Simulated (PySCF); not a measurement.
Predicted microwave data (PBE0/def2-SVPD in PySCF (dipole) on a GFN2-xTB geometry, gas phase) for one isomer of C5H12OSi:

* Rotational constants: A = 4816, B = 1242, C = 1079 MHz
* Dipole components: |μa| = 1.00 D, |μb| = 0.03 D, |μc| = 1.51 D
* Inertial defect: -43.58 u·Å²
* κ: -0.91

Question: Which candidate fits, each taken in the one conformer that was computed?
A. `[OH:1][SiH2:2][CH:3]1[CH2:4][CH2:5][CH2:6][CH2:7]1` with H–O1–Si2–C3 53°, O1–Si2–C3–C4 57°, Si2–C3–C4–C5 126°, C3–C4–C5–C6 23°, C4–C5–C6–C7 -40°, C5–C6–C7–C3 41°
B. `[CH3:1][SiH2:2][CH2:3][O:4][CH:5]1[CH2:6][CH2:7]1` with C1–Si2–C3–O4 -64°, Si2–C3–O4–C5 178°, C3–O4–C5–C6 -84°
C. `[CH3:1][C@H:2]([CH:3]=[O:4])[CH2:5][CH2:6][SiH3:7]` with C1–C2–C3–O4 -117°, C1–C2–C5–C6 -167°, C2–C5–C6–Si7 180°
D. `[CH3:1][CH:2]([CH3:3])[C@H:4]([SiH3:5])[CH:6]=[O:7]` with C1–C2–C4–Si5 -178°, C2–C4–C6–O7 -149°
E. `[CH3:1][O:2][C@@H:3]1[C@H:4]([CH3:5])[C@H:6]1[SiH3:7]` with C1–O2–C3–C4 153°

Answer: A. It is O[SiH2]C1CCCC1, a near-prolate asymmetric top, point group C1. The candidates at the same level (rigid rotor, commonest isotopes):

```tsv
SMILES	A (MHz)	B (MHz)	C (MHz)	μa (D)	μb (D)	μc (D)	Δ (u·Å²)	point group	rotor
C[SiH2]COC1CC1	4802	975.1	905.9	0.66	0.04	0.98	-65.67	C1	near-prolate asymmetric top
C[C@H](C=O)CC[SiH3]	3707	1019	862.3	1.30	2.33	1.28	-46.42	C1	asymmetric top
CO[C@@H]1[C@H](C)[C@H]1[SiH3]	2583	1534	1051	0.09	0.51	0.06	-44.22	C1	asymmetric top
CC(C)[C@H]([SiH3])C=O	2356	1788	1089	2.71	1.62	0.74	-33.09	C1	asymmetric top
O[SiH2]C1CCCC1	4816	1242	1079	1.00	0.03	1.51	-43.58	C1	near-prolate asymmetric top
```

`C[C@H](C=O)CC[SiH3]` has A 23 % too low; `C[SiH2]COC1CC1` has B 22 % too low; `CO[C@@H]1[C@H](C)[C@H]1[SiH3]` has A 46 % too low; `CC(C)[C@H]([SiH3])C=O` has A 51 % too low. No structure here is proved a minimum.
